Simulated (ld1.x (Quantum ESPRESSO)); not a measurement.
## What one change does to a pseudopotential (tin, TM)

```
Element                 : tin
Generator               : ld1.x (Quantum ESPRESSO) 7.5
Type                    : norm-conserving Troullier–Martins (Kleinman–Bylander form)
Functional              : Wu–Cohen
Relativity              : scalar-relativistic
Frozen core             : [Kr]
Valence charge          : 14
Reference configuration : 4d10 5s2 5p1 (charge +1)
Partial waves           : 5s (bound): rc 1.45 bohr; 5p (bound): rc 1.90 bohr; 4d (bound): rc 1.45 bohr
Local potential         : all-electron potential smoothed inside 1.10 bohr (lloc = -1)
Core correction         : Bessel-smoothed model core inside 1.15 bohr
```

All-electron outer shells of the reference configuration (Wu–Cohen, scalar-relativistic, ld1.x):

```tsv
shell	level (eV)	outermost node (bohr)	outermost maximum (bohr)
4p	-97.62	0.41	0.79
4d	-33.78	0.39	0.88
5s	-17.92	0.98	1.99
5p	-10.30	1.08	2.43
```

Change: wave 4d (bound): rc 1.45 bohr becomes 4d (bound): rc 2.20 bohr.

Cutoffs: the cutoffs (Ry, on a coarse ladder) from which the occupation-weighted sum of valence levels, in a spherical-Bessel basis at the reference potential, stays within 10 and 1 mRy of its value at 400 Ry; they do not see the model core or the augmentation charge, which bear on the density cutoff. Errors are all-electron minus pseudo energies relative to the spin-unpolarised reference configuration.

Task: What does the change do?

Result: The potential gets softer (90 Ry and 180 Ry → 80 Ry and 160 Ry); both files keep a bound ghost (p, s); of the 7 tests that both files solve, the error grows in 2 and shrinks in 2 by more than 15 % and 0.3 meV (median size 6.3 → 7.8 meV). A larger radius leaves more room for a smooth pseudo-wave, so fewer plane waves are needed.

| quantity | base | changed |
| --- | --- | --- |
| cutoff, loose | 90 Ry | 80 Ry |
| cutoff, tight | 180 Ry | 160 Ry |
| loose cutoff by channel (10 mRy a level) | s 40 Ry, p 25 Ry, d 70 Ry | s 40 Ry, p 25 Ry, d 50 Ry |
| bound ghosts | s, p | s, p |
| error for 4d10 5s2 5p2, meV [ΔE -6.90 eV] | +1.9 | +2.1 |
| error for 4d10 5s2 5p0, meV [ΔE 13.99 eV] | -4.8 | -4.1 |
| error for 4d10 5s1 5p0, meV [ΔE 45.03 eV] | -12 | -7.8 |
| error for 4d9 5s2 5p2, meV [ΔE 25.74 eV] | -170 | -62 |
| error for 4d10 5s1 5p2, meV [ΔE 7.71 eV] | -6.3 | -8.1 |
| error for 4d10 5s0 5p4, meV [ΔE 7.37 eV] | -30 | -37 |
| error for 4d10 5s2 5p2.3, meV [ΔE -7.75 eV] | +2.5 | +2.6 |

 A true bound ghost makes a file unfit for plane-wave use even where its test errors are small: the radial tests pick states by their node count and pass the ghost by.
